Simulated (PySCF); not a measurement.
**Radial density of Mn⁺ (manganese, charge +1)**

LDA, [Ar] 3d5 4s1, high-spin 7S determinant. All numbers are calculated (PySCF 2.14, the spin-free X2C one-electron Hamiltonian (Gaussian nucleus), in x2c-TZVPall (6s5p4d1f, 48 functions)).

```
r (bohr)  4πr²ρ (e/bohr)  4πr²(ρα − ρβ)
 0.00106          0.2001         0.0001
 0.00179          0.5088         0.0003
 0.00301           1.279         0.0007
 0.00506           3.100         0.0018
 0.00851           7.037         0.0039
  0.0143           14.29         0.0076
  0.0241           24.14         0.0117
  0.0405           30.09         0.0108
  0.0681           25.66         0.0051
   0.115           24.53         0.0453
   0.193           33.20         0.2949
   0.324           19.40         1.3055
   0.545           12.51         3.5426
   0.917           13.03         3.9276
    1.54           3.504         1.9344
    2.60          0.8043         0.7683
    4.37          0.1087         0.1087
    7.34       0.0005519         0.0005
```

Densities and radii are taken from the X2C orbitals without a picture-change correction, which distorts them close to the nucleus.
